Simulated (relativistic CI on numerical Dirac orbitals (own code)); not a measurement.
# Rh2+: calculation against measurement

Calculated at this level of theory: Dirac-Coulomb-Breit CI, KLI orbitals optimised for each configuration, model QED (radiative potential, 1s self-energy scaled to tabulated hydrogen-like ionisation energies), valence Slater integrals scaled by 0.85, configuration energies shifted to the measured levels that pair with them (semi-empirical) (own radial code, finite nucleus).

Configurations in the expansion (outside the closed core [Kr]): 4d7, 4d6.5s, 4d6.5p, 4d6.4f, 4d5.5s2, 4d6.5d, 4d6.6s, 4d6.6p, 4d5.5s.5p, 4d5.4f2, 4d6.6d, 4d6.5f, 4d6.5g, 4d6.6f, 4d6.6g, 4d5.5p2, 4d5.5s.6s, 4d5.4f.5s. Levels of other configurations are missing.

| Configuration | Term (tabulated) | J | Measured (cm⁻¹) | Computed | Error | Purity (%) |
| --- | --- | --- | --- | --- | --- | --- |
| 4d7 | 4F | 9/2 | 0.0 | 0 | 0 | 97 |
| 4d7 | 4F | 7/2 | 2147.8 | 1989 | -158 | 99 |
| 4d7 | 4F | 5/2 | 3485.7 | 3258 | -228 | 98 |
| 4d7 | 4F | 3/2 | 4322.0 | 4060 | -262 | 97 |
| 4d7 | 4P | 3/2 | 10997.1 | 12003 | 1006 | 79 |
| 4d7 | 4P | 5/2 | 11062.3 | 11938 | 876 | 96 |
| 4d6.5s | 6D | 9/2 | 43022.0 | 43102 | 80 | 98 |
| 4d6.5s | 6D | 7/2 | 44394.4 | 44409 | 14 | 99 |
| 4d6.5s | 6D | 5/2 | 45278.2 | 45264 | -14 | 95 |
| 4d6.5s | 6D | 3/2 | 45876.6 | 45836 | -41 | 98 |

Measured levels from measured levels as listed in Shadmi, J. Res. Natl. Bur. Stand. 70A, 435 (1966); pairs were made by configuration, J and term (by order where the table uses no LS term), so strongly mixed levels may be paired wrongly.

Mean error by configuration (cm⁻¹): 4d7 247; 4d6.5s 10. Over the excited levels the mean absolute error is 298 cm⁻¹ (9 of the 9 excited levels that our extract of the source holds in range could be paired), and the median relative error of those above 1,000 cm⁻¹ is 6.1 %, both after the shifts were fitted to these levels, so that a configuration with one level shows no error. Some levels of the ground configuration have no partner.

Configurations whose levels could be paired with our table of measured levels were shifted onto them, all but the ground configuration, by the median error of their levels; single terms can still be off by 1,000 to 2,000 cm⁻¹ or more, and rates follow the energies as ν³ (E1, M1) or ν⁵ (E2). The others borrow a shift and can be off by several thousand cm⁻¹ or more. The fine structure of a lone outer electron comes out too small, for d and f at times inverted, and misplaced configurations move strength between like terms. 9 of the 9 excited levels that our extract of the measured tables holds in this range could be paired (the sources list more); they are missed by 298 cm⁻¹ on average and 1006 at most, after the shifts were fitted to these levels, and levels without a partner can miss by more. Some levels of the ground configuration have no partner and can miss by 10 % or more.

Shifts applied (cm⁻¹): 4d7 0; 4d6.5s -3368.
